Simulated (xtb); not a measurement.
C6H11O3, doublet, from a rough starting geometry; xtb with GFN2-xTB.

Input for xtb:
```
$ xtb mol.xyz --gfn 2 --uhf 1 --opt vtight --json

# file mol.xyz
20

C     -3.51176687     0.58315643     0.20279309
O     -2.22918691    -0.09463651    -0.18266264
C     -1.14420636     0.37136685     0.43552111
C      0.10068238    -0.33191575    -0.03612406
C     -0.00340174    -1.81673182    -0.42917946
O      1.20736172     0.30415107     0.11663551
C      2.43315988    -0.03559978    -0.40649880
C      3.42877507     0.90132884     0.04022429
O      2.67111459    -1.06274480    -0.91401883
H     -4.31312192     0.15292100    -0.35686500
H     -3.36619380     1.68841449    -0.02498469
H     -3.63732104     0.52213814     1.30982536
H     -0.95054392     1.40113346     0.32285389
H     -1.27598216     0.19065556     1.63213373
H     -1.09810335    -2.09313185    -0.49496692
H      0.54897244    -2.41460273     0.14423606
H      0.37695513    -1.87511786    -1.46860751
H      3.04801562     1.91658137    -0.17556036
H      4.33812181     0.85275783    -0.64886020
H      3.66140971     0.85192334     1.01219979
```

Task: Write the output that xtb gives for this input, abridged.

Result: 
```
   ID    Z sym.   atoms
    1    6 C      1, 3-5, 7, 8
    2    8 O      2, 6, 9
    3    1 H      10-20

           -------------------------------------------------
          |                Calculation Setup                |
           -------------------------------------------------

           -------------------------------------------------
          |                 G F N 2 - x T B                 |
           -------------------------------------------------

          ...................................................
          :                      SETUP                      :
          :.................................................:
          :  # basis functions                  47          :
          :  # atomic orbitals                  47          :
          :  # shells                           29          :
          :  # electrons                        53          :
          :  max. iterations                   250          :
          :  Hamiltonian                  GFN2-xTB          :
          :  restarted?                      false          :
          :  GBSA solvation                  false          :
          :  PC potential                    false          :
          :  electronic temp.          300.0000000     K    :
          :  accuracy                    1.0000000          :
          :  -> integral cutoff          0.2500000E+02      :
          :  -> integral neglect         0.1000000E-07      :
          :  -> SCF convergence          0.1000000E-05 Eh   :
          :  -> wf. convergence          0.1000000E-03 e    :
          :  Broyden damping             0.4000000          :
          :  net charge                          0          :
          :  unpaired electrons                  1          :
          ...................................................

 iter      E             dE          RMSdq      gap      omega  full diag
   1    -30.8241700 -0.308242E+02  0.413E+00    2.78       0.0  T
   2    -30.8858724 -0.617024E-01  0.218E+00    2.33       1.0  T
   3    -30.8869285 -0.105608E-02  0.114E+00    2.66       1.0  T
   4    -30.8890372 -0.210872E-02  0.308E-01    2.24       1.0  T
   5    -30.8906758 -0.163858E-02  0.104E-01    2.43       1.0  T
   6    -30.8907612 -0.854282E-04  0.513E-02    2.39       1.0  T
   7    -30.8907670 -0.579949E-05  0.151E-02    2.40       1.5  T
   8    -30.8907676 -0.518830E-06  0.404E-03    2.40       5.5  T
   9    -30.8907676 -0.679027E-07  0.151E-03    2.40      14.8  T
  10    -30.8907676 -0.375405E-08  0.522E-04    2.40      42.9  T
  11    -30.8907676 -0.112111E-08  0.182E-04    2.40     123.0  T

   *** convergence criteria satisfied after 11 iterations ***

         :::::::::::::::::::::::::::::::::::::::::::::::::::::
         ::                     SUMMARY                     ::
         :::::::::::::::::::::::::::::::::::::::::::::::::::::
         :: total energy             -30.546571829125 Eh    ::
         :: gradient norm              0.260494000192 Eh/a0 ::
         :: HOMO-LUMO gap              2.399702271979 eV    ::
         ::.................................................::
         :: SCC energy               -30.890772481465 Eh    ::
         :: -> isotropic ES            0.056798560036 Eh    ::
         :: -> anisotropic ES          0.002652196478 Eh    ::
         :: -> anisotropic XC          0.002608445688 Eh    ::
         :: -> dispersion             -0.012080255764 Eh    ::
         :: repulsion energy           0.344200652340 Eh    ::
         :: add. restraining           0.000000000000 Eh    ::
         :: total charge              -0.000000000000 e     ::
         :::::::::::::::::::::::::::::::::::::::::::::::::::::

      -----------------------------------------------------------
     |                   =====================                   |
     |                        A N C O P T                        |
     |                   =====================                   |
[...]
 * total energy  :   -30.5932196 Eh     change       -0.2738775E-06 Eh
 * total energy  :   -30.5932200 Eh     change       -0.3687969E-06 Eh
 * total energy  :   -30.5932205 Eh     change       -0.5808414E-06 Eh
 * total energy  :   -30.5932214 Eh     change       -0.8524612E-06 Eh
 * total energy  :   -30.5932221 Eh     change       -0.7394000E-06 Eh
 * total energy  :   -30.5932225 Eh     change       -0.3567639E-06 Eh
 * total energy  :   -30.5932226 Eh     change       -0.1257499E-06 Eh
 * total energy  :   -30.5932228 Eh     change       -0.1577751E-06 Eh
 * total energy  :   -30.5932227 Eh     change        0.6316918E-07 Eh
 * total energy  :   -30.5932228 Eh     change       -0.1135506E-06 Eh
 * total energy  :   -30.5932228 Eh     change        0.3870177E-07 Eh
 * total energy  :   -30.5932228 Eh     change       -0.1438699E-07 Eh
   *** GEOMETRY OPTIMIZATION CONVERGED AFTER 115 ITERATIONS ***
         :: total energy             -30.593222790210 Eh    ::
[...]

     #   Z          covCN         q      C6AA      α(0)
     1   6 C        3.653     0.040    20.205     6.454
     2   8 O        1.701    -0.310    19.171     5.911
     3   6 C        3.704     0.076    19.452     6.305
     4   6 C        2.826     0.100    25.773     8.319
     5   6 C        3.753    -0.116    22.790     6.808
     6   8 O        1.710    -0.220    17.647     5.672
     7   6 C        2.701     0.339    21.231     7.542
     8   6 C        3.753    -0.145    23.360     6.892
     9   8 O        0.856    -0.415    21.990     6.287
    10   1 H        0.925     0.063     2.167     2.302
    11   1 H        0.924     0.031     2.577     2.510
    12   1 H        0.924     0.029     2.601     2.522
    13   1 H        0.923     0.042     2.418     2.432
    14   1 H        0.922     0.037     2.486     2.466
    15   1 H        0.925     0.067     2.119     2.276
    16   1 H        0.924     0.083     1.947     2.182
    17   1 H        0.924     0.082     1.961     2.190
    18   1 H        0.925     0.074     2.044     2.236
    19   1 H        0.925     0.075     2.036     2.232
    20   1 H        0.925     0.069     2.097     2.265

 Mol. C6AA /au·bohr⁶  :       3326.548636
 Mol. C8AA /au·bohr⁸  :      71540.906361
 Mol. α(0) /au        :         85.802013

Wiberg/Mayer (AO) data.
largest (>0.10) Wiberg bond orders for each atom

 ---------------------------------------------------------------------------
     #   Z sym  total        # sym  WBO       # sym  WBO       # sym  WBO
 ---------------------------------------------------------------------------
     1   6 C    3.951 --     2 O    0.997    10 H    0.978    11 H    0.977
                            12 H    0.976
     2   8 O    2.070 --     1 C    0.997     3 C    0.970
     3   6 C    3.960 --     4 C    1.025     2 O    0.970    13 H    0.963
                            14 H    0.941
     4   6 C    3.508 --     6 O    1.119     5 C    1.072     3 C    1.025
     5   6 C    3.992 --     4 C    1.072    15 H    0.979    17 H    0.950
                            16 H    0.942
     6   8 O    2.426 --     4 C    1.119     7 C    1.076     9 O    0.142
     7   6 C    3.912 --     9 O    1.711     6 O    1.076     8 C    0.986
     8   6 C    3.992 --     7 C    0.986    19 H    0.982    20 H    0.972
                            18 H    0.961
     9   8 O    2.026 --     7 C    1.711     6 O    0.142
    10   1 H    0.995 --     1 C    0.978
    11   1 H    0.999 --     1 C    0.977
    12   1 H    0.999 --     1 C    0.976
    13   1 H    0.998 --     3 C    0.963
    14   1 H    0.997 --     3 C    0.941
    15   1 H    0.995 --     5 C    0.979
    16   1 H    0.992 --     5 C    0.942
    17   1 H    0.993 --     5 C    0.950
    18   1 H    0.994 --     8 C    0.961
    19   1 H    0.994 --     8 C    0.982
    20   1 H    0.995 --     8 C    0.972
 ---------------------------------------------------------------------------

Topologies differ in total number of bonds
Writing topology from bond orders to xtbtopo.mol

molecular dipole:
                 x           y           z       tot (Debye)
 q only:       -0.670       0.646       0.525
   full:       -0.747       0.875       0.723       3.453
molecular quadrupole (traceless):
                xx          xy          yy          xz          yz          zz
 q only:        1.652       6.776      -0.232      -0.469      -0.400      -1.420
  q+dip:       -0.403       7.954       0.147      -1.315      -1.273       0.256
   full:        0.203       7.699      -0.777      -0.985      -1.375       0.574

optimized geometry written to: xtbopt.xyz

           -------------------------------------------------
          | TOTAL ENERGY              -30.593222790210 Eh   |
          | GRADIENT NORM               0.000180751736 Eh/α |
          | HOMO-LUMO GAP               2.478479883487 eV   |
           -------------------------------------------------

normal termination of xtb
```
